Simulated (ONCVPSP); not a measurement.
# Configuration tests for tantalum (Ta) (ONCV)

```
Element                 : Ta (Z = 73)
Generator               : ONCVPSP 4.0.1
Type                    : optimised norm-conserving Vanderbilt (ONCV)
Functional              : PBE
Relativity              : scalar-relativistic
Frozen core             : [Kr] 4d10 4f14
Valence charge          : 13
Reference configuration : 5s2 5p6 5d3 6s2
Partial waves           : 5s+6s: rc 1.75 bohr, ncon 4, nbas 8, qcut 8.1 1/bohr, 2 projectors; 5p: rc 1.85 bohr, ncon 4, nbas 8, qcut 8.8 1/bohr, 1 projector; 5d: rc 2.85 bohr, ncon 4, nbas 8, qcut 4.3 1/bohr, 3 projectors, debl 2.7 Ha; f scattering state at 0.23 Ha: rc 2.80 bohr, ncon 4, nbas 8, qcut 3.8 1/bohr, 2 projectors, debl 3.5 Ha
Local potential         : polynomial inside 1.35 bohr (lpopt 5, dvloc0 2 Ha)
Core correction         : Teter function, fcfact 4.25, rcfact 1.65
```

Energies are relative to the spin-unpolarised reference configuration 5s2 5p6 5d3 6s2; without spin polarisation the order of configurations can differ from experiment.

```tsv
valence configuration	charge	ΔE all-electron (eV)	error AE − PS (meV)
5s2 5p6 5d3 6s1	+1	8.468	-4.8
5s2 5p6 5d2 6s0	+3	47.044	-63
5s2 5p6 5d3 6s1 6p1	0	4.179	+31
```

Problem. What are ΔE and the potential's error for 5s2 5p6 5d3 6s0?

Solution. ΔE = 23.440 eV all-electron; the error (AE − PS) is -30 meV.

Note: no bound ghost flagged; GHOST(+) flagged for f at 123.1 eV, s at 273.3 eV.
